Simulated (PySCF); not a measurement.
Run record: geometry optimisation, AsH2(SMe) (`S(C)[AsH2]`).

Computed with PBE0-D3(BJ)/def2-SVP geometry optimisation, gas phase (PySCF 2.14.0). Start geometry: GFN2-xTB. A driver script takes a list of jobs; this job's settings line and coordinates (Å) are shown.

Input:
```
{"job": {"xc": "PBE0", "basis": "def2-SVP", "d3": "d3bj", "grid": 1, "maxiter": 40, "kind": "geom"}, "charge": 0, "multiplicity": 1}
As     0.771300     1.539280     0.101560
H      2.030290     1.546000    -0.720430
H      0.206330     2.601130    -0.793130
S     -0.197270    -0.132960    -0.996110
C     -0.634210    -1.222710     0.410340
H      0.263710    -1.533520     0.937250
H     -1.124060    -2.087910    -0.022170
H     -1.316090    -0.709300     1.082690
```

Problem. What does the run print?

Solution. 
```
step   0  E = -2674.29334353  max force = 0.013094
step   1  E = -2674.29469811  max force = 0.003773
step   2  E = -2674.29477209  max force = 0.001302
step   3  E = -2674.29478213  max force = 0.000165
optimisation converged
```

Energies in Eh; «max force» is the largest Cartesian gradient component in Eh/bohr.

Problem. Give the first gradient maximum in eV/Å.

Solution. With 1 Eh/bohr = 51.422 eV/Å, 0.673 eV/Å.

Problem. How much energy does the optimisation release, in kcal/mol?

Solution. E(step 0) − E(last step) = 0.001439 Eh, which is 0.9 kcal/mol.

Main results: final energy -2674.29478 Eh after 3 steps; dipole 1.06 D.

Problem. Give the final coordinates.

Solution. 0.030 Å rms from the input after alignment:
```
atom  x, y, z in Å
As1    0.7821    1.5415    0.0781
H2     2.0760    1.5499   -0.7330
H3     0.1745    2.6362   -0.7926
S4    -0.1991   -0.1638   -1.0077
C5    -0.6315   -1.2125    0.4108
H6     0.2589   -1.5519    0.9583
H7    -1.1374   -2.0924   -0.0126
H8    -1.3235   -0.7069    1.0987
```

Problem. Estimate the wall time. Hardware: one thread of an x86-64 server (shared host).

Solution. About 6.4 s.
Labels such as C1 count atoms from 1, the log's own numbers from 0.
